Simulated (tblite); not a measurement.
A tight-binding relaxation on `O=C(OC1CC1)[C@@H](OC)C`.

Computed with GFN2-xTB geometry optimisation, gas phase (tblite 0.8.0). Start geometry: from a force field or distance geometry. The input is one job of a driver script: a line of settings, then coordinates in Å.

Command:
```bash
OMP_NUM_THREADS=1 python probes_run.py task.json out
```

Input:
```
{"job": {"kind": "relax", "xc": "GFN2-xTB", "basis": "xTB"}, "charge": 0, "multiplicity": 1}
C     -3.322100     0.884500    -0.840100
O     -2.390500    -0.123800    -0.989700
C     -1.503500    -0.157100     0.125100
C     -1.558500    -1.541800     0.726900
C     -0.156700    -0.001600    -0.449100
O     -0.039300     0.115000    -1.721500
O      0.932500     0.016900     0.377900
C      2.211500     0.169200    -0.236400
C      3.228500     1.055600     0.431200
C      3.337800    -0.435200     0.524500
H     -3.981500     0.846800    -1.736000
H     -2.836300     1.881100    -0.844200
H     -3.878600     0.784000     0.123500
H     -1.764500     0.636000     0.852100
H     -1.032900    -2.189500    -0.017700
H     -0.943000    -1.630800     1.660700
H     -2.573400    -1.907100     0.898500
H      2.237900     0.255000    -1.352300
H      2.885600     1.662900     1.309000
H      3.971400     1.540100    -0.238400
H      4.077700    -0.970300    -0.116400
H      3.087200    -0.870600     1.511800
```

Output:
```
step      E/eV     max force
  0    -904.72149    5.734
  1    -905.02990    5.883
  2    -905.24277    1.437
  3    -905.30244    0.868
  4    -905.37859    0.655
  5    -905.41109    0.565
  6    -905.46493    0.278
  7    -905.48013    0.228
  8    -905.49182    0.192
  9    -905.49942    0.164
... (105 lines left out)
115    -905.67503    0.033
116    -905.67513    0.028
117    -905.67525    0.021
118    -905.67539    0.033
119    -905.67552    0.022
120    -905.67557    0.016
121    -905.67561    0.016
122    -905.67564    0.013
123    -905.67567    0.012
124    -905.67570    0.010
```

«max force» is the largest atomic force in eV/Å.

From which step on does the largest force stay under 0.1 eV/Å, and how much energy is left to gain from there?

From step 56 (0.094 eV/Å), 33.6 meV above the end.

In short: energy lowered by 22.0 kcal/mol over 124 steps; largest atomic force 0.010 eV/Å at the end.

Where do the atoms end?

0.488 Å rms from the input after alignment:
```
atom  x, y, z in Å
C1    -3.0025    1.0609   -0.9646
O2    -2.6989   -0.2467   -0.5396
C3    -1.5367   -0.3573    0.2397
C4    -1.4621   -1.7913    0.7661
C5    -0.2601   -0.0623   -0.5519
O6    -0.1802    0.0324   -1.7466
O7     0.7701    0.0644    0.2904
C8     2.0513    0.2953   -0.2598
C9     2.9867    1.1457    0.5379
C10    3.2156   -0.3345    0.4358
H11   -3.9721    0.9984   -1.4544
H12   -2.2612    1.4395   -1.6735
H13   -3.0689    1.7474   -0.1102
H14   -1.5713    0.3521    1.0862
H15   -1.4020   -2.4793   -0.0727
H16   -0.5906   -1.9103    1.4029
H17   -2.3630   -2.0126    1.3309
H18    2.0319    0.3633   -1.3404
H19    2.6211    1.5295    1.4771
H20    3.6441    1.8163    0.0076
H21    4.0308   -0.6978   -0.1698
H22    3.0075   -0.9337    1.3079
```

Estimate the wall time. Hardware: one thread, Arm Neoverse N1 (aarch64), no GPU, shared host with 64 logical CPUs at a one-minute load of 59.

About 1.6 s.
Labels such as C1 count atoms from 1, the log's own numbers from 0.
